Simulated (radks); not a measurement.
The numbers below are computed, except where a source is named.
All-electron atom: Ir4+ in [Xe] 4f14 5d5. Level of theory: Dirac Kohn-Sham, OLYP, spin-unpolarised, spherical densities, point nucleus; open shells are shared between the two j in proportion to 2j + 1 (a radial shooting solver on a logarithmic mesh with Libxc functionals). Some entries of the table are withheld. Estimate them.

orbital  occ.  eigenvalue (hartree)  <r> (bohr)
1s1/2       2             -2795.248     0.01744
2s1/2       2             -490.3142     0.07295
2p1/2       2             -469.7270         (1)
2p3/2       4             -409.9200         (2)
3s1/2       2             -116.0514      0.1899
3p1/2       2             -106.8434      0.1800
3p3/2       4             -93.74165      0.1953
3d3/2       4             -78.40913      0.1704
3d5/2       6             -75.57430      0.1751
4s1/2       2                   (3)      0.4230
4p1/2       2             -22.25319      0.4264
4p3/2       4             -19.14967      0.4602
4d3/2       4             -12.79235      0.4714
4d5/2       6             -12.21533      0.4826
5s1/2       2              -5.32396      0.9718
4f5/2       6              -4.11502      0.5290
5p1/2       2                   (4)       1.050
4f7/2       8              -3.99941      0.5365
5p3/2       4                   (5)       1.140
5d3/2       2              -1.89179       1.452
5d5/2       3              -1.83230       1.491

Answer. 
(1) 2p1/2 <r> (bohr): 0.06017
(2) 2p3/2 <r> (bohr): 0.06848
(3) 4s1/2 eigenvalue (hartree): -26.13667
(4) 5p1/2 eigenvalue (hartree): -4.09174
(5) 5p3/2 eigenvalue (hartree): -3.57479
